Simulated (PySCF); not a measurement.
Molecule: SMILES CNc1ccn(C)c1, C₆H₁₀N₂.

Bonds (- single, = double, # triple, : aromatic): C1-N2, N2-C3, C3:C4, C4:C5, C5:N6, N6-C7, N6:C8, C8:C3. C1 carries H9, H10, H11; N2 carries H12; C4 carries H13; C5 carries H14; C7 carries H15, H16, H17; C8 carries H18.

Frames of a GFN2-xTB Langevin trajectory at 600 K; GIAO PBE0/pcSseg-1 shieldings in PySCF 2.14.0 with density-fitted response routines, gas phase, non-relativistic; equivalent atoms averaged within each frame.

Shifts are taken against calculated references (same method and geometry level): $^{13}$C (σ = 186.93 ppm), $^{1}$H (σ = 31.72 ppm) against TMS; $^{15}$N (σ = 267.73 ppm) against NH3. The references are static minima.

Question: How do the shifts (ppm) fluctuate along the trajectory?

Answer: 
```csv
time (fs),C3,C5,C4,C8,C7,C1,N6,N2,H14,H13
optimised geometry,145.5,123.5,101.9,103.1,37.2,35.0,160.2,61.8,6.20,5.66
250,151.9,129.9,121.7,117.9,41.0,35.1,177.3,74.9,7.24,7.23
425,146.6,132.9,112.1,94.2,39.0,35.4,148.6,61.9,6.23,6.73
625,154.5,127.8,107.1,103.4,48.3,41.5,163.5,68.9,5.85,6.27
800,157.6,127.8,107.3,112.2,38.0,42.6,167.2,57.6,6.05,5.80
1000,137.6,126.7,99.2,105.9,37.1,37.6,169.0,36.5,6.76,5.61
mean of frames,149.6,129.0,109.5,106.7,40.7,38.4,165.1,59.9,6.43,6.33
standard deviation,7.8,2.5,8.2,9.0,4.5,3.5,10.5,14.7,0.57,0.67
```

5 frames give an uncertainty of the mean of about the standard deviation over 2.2 at best, since frames this close in time may not be independent; classical motion lacks zero-point vibration, and the reference would need the same averaging.
